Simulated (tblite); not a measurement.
Species: CH12N2Si4.
Numbering: `[CH3:1][Si@@:2]1([NH2:3])[SiH2:4][SiH2:5][Si@H:6]1[NH2:7]` (hydrogens: H8, H9, H10 on C1; H11, H12 on N3; H13, H14 on Si4; H15, H16 on Si5; H17 on Si6; H18, H19 on N7)

The geometry is computed with GFN2-xTB (gas phase).

Q: What internal coordinates does the optimisation give?

A: 
```tsv
bond	length (Å)
C1–Si2	1.911
Si2–N3	1.738
Si2–Si4	2.368
Si4–Si5	2.351
Si5–Si6	2.357
Si6–N7	1.737
Si2–Si6	2.402
C1–H8, C1–H9, C1–H10	1.086
N3–H11, N3–H12	1.007
Si4–H13	1.471
Si4–H14	1.472
Si5–H15	1.472
Si5–H16	1.471
Si6–H17	1.477
N7–H18, N7–H19	1.007
```

Bonds in one row agree within 0.01 Å and their mean is given. A selection of angles:
```tsv
angle	degrees
Si2–C1–H8	110.4
Si2–C1–H9	111.6
H8–C1–H9	107.6
C1–Si2–N3	102.6
C1–Si2–Si4	117.0
C1–Si2–Si6	115.3
N3–Si2–Si4	111.6
N3–Si2–Si6	121.2
Si4–Si2–Si6	89.7
Si2–N3–H11	120.0
H11–N3–H12	109.6
Si2–Si4–Si5	90.0
Si2–Si4–H13	117.7
Si2–Si4–H14	116.8
Si5–Si4–H13	115.4
Si5–Si4–H14	115.4
H13–Si4–H14	102.3
Si4–Si5–Si6	91.2
Si4–Si5–H15	116.1
Si4–Si5–H16	115.2
Si6–Si5–H15	117.3
Si6–Si5–H16	115.4
H15–Si5–H16	102.4
Si5–Si6–N7	110.3
Si5–Si6–H17	120.8
N7–Si6–H17	99.7
Si2–Si6–Si5	89.0
Si2–Si6–N7	120.1
Si2–Si6–H17	118.1
Si6–N7–H18	118.3
Si6–N7–H19	119.3
H18–N7–H19	109.2
```

Torsions: C1–Si2–Si4–Si5 119° (anticlinal); Si2–Si4–Si5–Si6 -1° (synperiplanar); Si4–Si5–Si6–N7 -121° (anticlinal); C1–Si2–Si6–Si5 -121° (anticlinal).

The Si–Si distances run from 2.351 Å (Si4–Si5, drawn single) to 2.402 Å (Si2–Si6, drawn single), a spread of 0.051 Å. Si4 (SiH2 silicon) has angles from 90.0° to 117.7°. N3 (silicon-bound nitrogen) has angles 120.0°, 118.7° and 109.6°, sum 348.3°, 0.24 Å off the plane of its three neighbours. Si2 (four-coordinate silicon) has angles from 89.7° to 121.2°. Si5 (SiH2 silicon) has angles from 91.2° to 117.3°. N7 (silicon-bound nitrogen) is pyramidal (angles 119.3°, 118.3° and 109.2°, sum 346.9°, 0.25 Å off the plane of its three neighbours). Si6 (SiH silicon) has angles from 89.0° to 120.8°.

Point group: C1 (no symmetry element, even within 0.4 Å). Its GFN2-xTB frequencies are all real (lowest 40 cm⁻¹). The numbers are those of one conformer (C1–Si2–N3–H -43° and 177°, Si5–Si6–N7–H 42° and 179°). 2 starts were optimised and ended at 0.00 and 0.76 kcal/mol (GFN2-xTB); the lowest of these is shown.
